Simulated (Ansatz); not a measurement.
CrO₄F₂H₈⁺, that is trans-CrF2(H2O)4 with one electron fewer. Total charge 1; quartet. Geometry B3LYP-D4/def2-SVP, that of the neutral triplet.

```
atom   x (Å)   y (Å)   z (Å)
 Cr1   0.001   0.000   0.000
  F2  -0.749   0.126  -1.788
  F3   0.749  -0.126   1.788
  O4   0.593   2.025  -0.868
  H5   0.066   2.764  -0.535
  H6   0.052   1.608  -1.589
  O7  -0.594  -2.023   0.869
  H8  -0.048  -1.609   1.588
  H9  -0.070  -2.764   0.534
 O10   2.119  -0.295  -0.319
 H11   2.158  -0.243   0.664
 H12   2.408   0.578  -0.631
 O13  -2.118   0.294   0.320
 H14  -2.409  -0.579   0.630
 H15  -2.157   0.243  -0.664
```

(1) Estimate the α-spin orbital energies around the gap (eV) in Ansatz with PBE-D4/def2-TZVP, r2SCAN-D4/def2-TZVP, PBE0-D4/def2-TZVP.

## Answers

(1) 
| orbital | PBE-D4/def2-TZVP | r2SCAN-D4/def2-TZVP | PBE0-D4/def2-TZVP |
| --- | --- | --- | --- |
| HOMO−5 | -13.95 | -14.48 | -16.00 |
| HOMO−4 | -13.46 | -13.88 | -15.56 |
| HOMO−3 | -13.35 | -13.78 | -15.34 |
| HOMO−2 | -12.36 | -13.39 | -15.17 |
| HOMO−1 | -11.85 | -12.77 | -14.83 |
| HOMO | -11.65 | -12.56 | -14.64 |
| LUMO | -10.26 | -10.29 | -9.48 |
| LUMO+1 | -9.21 | -9.22 | -8.44 |
| LUMO+2 | -5.73 | -5.18 | -4.89 |
| LUMO+3 | -4.52 | -3.75 | -3.59 |
| LUMO+4 | -4.14 | -3.47 | -3.19 |
| LUMO+5 | -3.36 | -2.52 | -2.41 |
| β HOMO | -13.34 | -13.77 | -15.24 |
| β LUMO | -9.08 | -8.80 | -7.76 |
